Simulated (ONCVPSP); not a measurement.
# boron (B): excitation energies, all-electron against ONCV

boron, optimised norm-conserving Vanderbilt (ONCV), made with ONCVPSP 4.0.1 (PBEsol, scalar-relativistic). Core [He], reference 2s2 (charge +1). Waves: 2s: rc 1.50 bohr, ncon 3, nbas 7, qcut 5.1 1/bohr, 2 projectors, debl 3 Ha; p scattering state at 0.14 Ha: rc 1.25 bohr, ncon 4, nbas 7, qcut 6.7 1/bohr, 3 projectors, debl 1.9 Ha; d scattering state at 0.02 Ha: rc 1.35 bohr, ncon 4, nbas 9, qcut 5.9 1/bohr, 2 projectors, debl 3.4 Ha. Local part: polynomial inside 1.00 bohr (lpopt 2, dvloc0 0 Ha). Core correction: Teter function, fcfact 2.5, rcfact 1.05.

In the p channel the program set the typed energies aside and used 0.050, 1.950, 3.850 Ha.

Energies are relative to the spin-unpolarised reference configuration 2s2; without spin polarisation the order of configurations can differ from experiment.

**Question.** Give the all-electron excitation energy and the error of the potential for: 2s2 2p1; 2s1; 2s2 2p0.5; 2s1 2p2.

**Answer.**

```
valence configuration  charge  ΔE all-electron (eV)  error AE − PS (meV)
              2s2 2p1       0                -8.139                  +16
                  2s1      +2                25.262                  +18
            2s2 2p0.5    +0.5                -5.284                 +6.9
              2s1 2p2       0                -2.320                  +33
```
